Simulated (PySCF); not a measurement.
Two structures of SiH$_{3}$Cl$_{3}$, singlet, reached by relaxing down either side of one saddle point (PBE0-D4/def2-TZVP). Energies are electronic, without zero-point energy. Program: PySCF 2.14 with density fitting (its default auxiliary sets; JK sets also for MP2 and CCSD(T)). Basis: def2-TZVPP and def2-QZVPP. Cores are frozen in the correlated methods. Extrapolation: Hartree–Fock as exp(−7.88 √X), correlation as X^−2.97. First:

```
atom    x (Å)    y (Å)    z (Å)
 Si1  -0.8222  -0.6514  -0.0515
 Cl2   0.8514  -1.4307   0.7939
 Cl3  -1.4082  -1.8277  -1.5983
 Cl4  -2.3025  -0.5675   1.3348
  H5  -0.5365   0.7014  -0.5460
  H6   2.2992   1.6090   0.2134
  H7   2.0187   2.1891  -0.1631
```

Second:

```json
{"atom": "Si1", "x (Å)": "-0.7627", "y (Å)": "0.6738", "z (Å)": "-0.4044"}
{"atom": "Cl2", "x (Å)": "1.9970", "y (Å)": "-1.3397", "z (Å)": "1.6566"}
{"atom": "Cl3", "x (Å)": "0.5032", "y (Å)": "-0.3753", "z (Å)": "-1.6373"}
{"atom": "Cl4", "x (Å)": "-1.9829", "y (Å)": "-0.6204", "z (Å)": "0.5828"}
{"atom": "H5", "x (Å)": "-1.5828", "y (Å)": "1.5532", "z (Å)": "-1.2594"}
{"atom": "H6", "x (Å)": "1.7296", "y (Å)": "-1.3159", "z (Å)": "0.4009"}
{"atom": "H7", "x (Å)": "0.0598", "y (Å)": "1.4088", "z (Å)": "0.5726"}
```

**Question.** Which bonds change from the first to the second?

**Answer.** SiHCl₃ ([Cl][SiH]([Cl])[Cl]) + H₂ → SiH₂Cl₂ ([Cl][SiH2][Cl]) + HCl; bonds formed: Si1–H7, Cl2–H6; bonds broken: Si1–Cl2, H6–H7.

**Question.** Give the saddle point's structure and its height above each. (To be estimated.)

**Answer.** The calculation gives: 2.664 eV above the first and 1.931 eV above the second (CCSD(T) at an estimated basis limit (MP2 extrapolated from triple and quadruple zeta, plus CCSD(T) − MP2 in triple zeta)).
Si1  (-0.426, 0.086, -0.185)
Cl2  (1.291, -1.308, 0.918)
Cl3  (-0.549, -1.256, -1.702)
Cl4  (-1.625, -0.074, 1.443)
H5  (-0.963, 1.303, -0.833)
H6  (1.309, 0.233, 0.380)
H7  (0.961, 1.017, -0.021)
(Å)

The T1 diagnostic stays at or below 0.011.

Labels in which every atom is bracketed show which atoms are joined, not bond orders.

For scale, one of the runs: CCSD(T)/def2-TZVPP, 210 basis functions, launched by `OMP_NUM_THREADS=4 python run.py`. The run took 11 min on 4 CPU threads of an Intel Xeon (shared host), with 2.9 GiB of host memory at its peak.
